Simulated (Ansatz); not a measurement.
Reaction (isomerisation): `CNB[SiH2]O` → `CB(N)O[SiH3]`

Calculated with Ansatz (gas phase, PBE0-D4/def2-TZVP geometries, no zero-point term in ΔE). CCSD(T)/CBS is the MP2 limit (def2-TZVPP, def2-QZVPP) plus CCSD(T) − MP2 in def2-TZVPP, frozen cores. Functionals use def2-TZVPP. One conformer a species, not always the lowest.

Q: Is it downhill or uphill in electronic energy at CCSD(T)/CBS, and by how much? (Estimate.)

A: Ansatz gave: Downhill: ΔE = -2.22 eV.

Q: What do these levels give: ωB97M-V, revPBE, r2SCAN, BHLYP, CCSD(T)/def2-SVP, MP2/CBS(def2)? (Estimate.)

A: Computed: ωB97M-V -2.28, revPBE -1.98, r2SCAN -2.25, BHLYP -2.33, CCSD(T)/def2-SVP -2.27, MP2/CBS(def2) -2.30 eV.

Largest T1 diagnostic among the species: 0.013.

In def2-TZVPP, CCSD(T) changes the Hartree–Fock value by +0.21 eV (the triples alone add +0.03 eV) and MP2 by +0.13 eV. From BLYP to BHLYP (50 % exact exchange), in def2-TZVPP and without D4, ΔE moves by −0.22 eV. Leaving LDA and LC-ωPBE aside and taking each functional with its dispersion term where it has one, the values, not all of them listed here, spread over 0.31 eV, from BHLYP-D4 to revPBE-D4. LDA lies −0.11 eV from PBE without D4.
